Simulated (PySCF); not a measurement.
**Vibration and rotation of CdCl**

UHF constants of CdCl, ²Σ⁺ (doublet), unpaired electrons σ ↑ (PySCF, spin-free X2C with a Gaussian nucleus, basis sets Cd x2c-TZVPPall, Cl x2c-TZVPPall; masses 113.9034 and 34.9689 u):

| Quantity | Value |
| --- | --- |
| ωe | 325.3 cm⁻¹ |
| ωexe | 1.1 cm⁻¹ |
| Be | 0.11115 cm⁻¹ |
| αe | 0.000524 cm⁻¹ |
| D (centrifugal) | 5.19e-08 cm⁻¹ |
| De to Cd + Cl | 1.67 eV |

**Question.** Give the vibrational terms G(v) and spacings up to v = 6.

**Answer.** G(v) = ωe(v+½) − ωexe(v+½)².

```
v  G(v) (cm⁻¹)  G(v) − G(v−1)  Bv (cm⁻¹)
0        162.4                    0.1109
1        485.5          323.1     0.1104
2        806.4          320.9     0.1098
3       1125.1          318.7     0.1093
4       1441.6          316.5     0.1088
5       1755.9          314.3     0.1083
6       2068.0          312.1     0.1077
```

**Question.** How well does the Morse estimate ωe²/(4ωexe) reproduce De, and what is D0?

**Answer.** It gives 2.98 eV, 179 % of the computed De. D0 = De − G(0) = 1.67 − 0.02 = 1.65 eV.

Spin–orbit coupling is left out. Hartree–Fock leaves out correlation, which carries a large part of most bond energies and some tenths to 1 eV of ionisation energies. The state is the lowest determinant that a PBE0 search found; another state may lie lower at other levels.
